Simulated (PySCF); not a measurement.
Species: C3HF2NS.
SMILES: `Fc1ncsc1F`

Level of theory: PBE0-D3(BJ)/def2-SVP geometry optimisation, gas phase (PySCF).

Take the most abundant isotopes and a rigid rotor. 

Task: Give the principal moments of inertia and the rotational constants in GHz.

Result: Ia = 149.80, Ib = 202.20, Ic = 352.01 u·Å²; 505379 MHz·u·Å²/I gives 3374, 2499 and 1436 MHz, that is A = 3.3736, B = 2.4994, C = 1.4357 GHz.

Task: What kind of rotor is it?

Result: An asymmetric top; Ray's κ = 0.098.

Task: What does the inertial defect say?

Result: Planar: Δ = Ic − Ia − Ib = 0.00 u·Å². For a rigid frame Δ = −2 Σ m c², so it vanishes when all atoms lie in the ab plane; here none is more than 0.01 Å from it.

Task: Give the coordinates in the principal-axis frame, origin at the centre of mass.

Result: The sense of each axis is arbitrary; atoms in the order of the calculation.
```tsv
atom	mass (u)	a (Å)	b (Å)	c (Å)
F1	18.998	2.172	0.478	0.000
C2	12.000	0.857	0.448	0.000
N3	14.003	0.155	1.597	0.000
C4	12.000	-1.119	1.359	0.001
S5	31.972	-1.571	-0.313	0.000
C6	12.000	0.115	-0.701	0.000
F7	18.998	0.549	-1.941	0.000
H8	1.008	-1.889	2.134	0.001
```

Task: List the rotational levels J(Ka,Kc) to J = 2 (MHz).

Result: Above 0(0,0):
J = 1: 1(0,1) 3935, 1(1,1) 4809, 1(1,0) 5873
J = 2: 2(0,2) 11255, 2(1,2) 11616, 2(1,1) 14807, 2(2,1) 17429, 2(2,0) 17979

Task: Which types of transition are allowed, and where do some lines up to J = 4 fall?

Result: The dipole components are |μa| = 2.47 D, |μb| = 0.30 D, |μc| = 0.00 D; the mirror of this Cs structure is the ab plane, so μc vanishes by symmetry and there are no c-type lines. The squared components, which scale the intensities, stand as 1.00 : 0.01 (a : b). Some lines, for components of 0.1 D or more:

| type | branch | J(Ka,Kc) | MHz | lower level (cm⁻¹) |
| --- | --- | --- | --- | --- |
| a | Q | 1(1,0) ← 1(1,1) | 1064 | 0.160 |
| b | Q | 2(1,1) ← 2(0,2) | 3551 | 0.375 |
| b | Q | 4(3,1) ← 4(2,2) | 4796 | 1.648 |
| b | Q | 3(3,0) ← 3(2,1) | 5351 | 1.048 |
| b | Q | 4(2,2) ← 4(1,3) | 5522 | 1.464 |
| b | Q | 3(1,2) ← 3(0,3) | 6277 | 0.715 |
| b | R | 2(0,2) ← 1(1,1) | 6446 | 0.160 |
| a | R | 2(1,2) ← 1(1,1) | 6806 | 0.160 |
| b | Q | 3(3,1) ← 3(2,2) | 7318 | 0.975 |
| a | R | 2(0,2) ← 1(0,1) | 7320 | 0.131 |
| b | Q | 3(2,2) ← 3(1,3) | 7697 | 0.718 |
| b | Q | 4(4,1) ← 4(3,2) | 9286 | 1.769 |
| b | Q | 4(1,3) ← 4(0,4) | 9481 | 1.147 |
| a | R | 4(1,4) ← 3(1,3) | 12887 | 0.718 |
| a | R | 3(1,2) ← 2(1,1) | 12905 | 0.494 |
| b | R | 4(1,4) ← 3(0,3) | 12990 | 0.715 |
| a | R | 4(3,1) ← 3(3,0) | 17438 | 1.226 |
| b | R | 3(3,1) ← 2(2,0) | 18574 | 0.600 |
| b | R | 3(2,1) ← 2(1,2) | 19795 | 0.387 |
| b | R | 4(3,1) ← 3(2,2) | 24964 | 0.975 |
| b | R | 4(4,1) ← 3(3,0) | 25544 | 1.226 |

No PBE0-D3(BJ)/def2-SVP frequencies stand behind this structure, so it isn't proved a minimum. Zero-point vibration and centrifugal distortion are left out. Quadrupole hyperfine structure (14N) is left out.
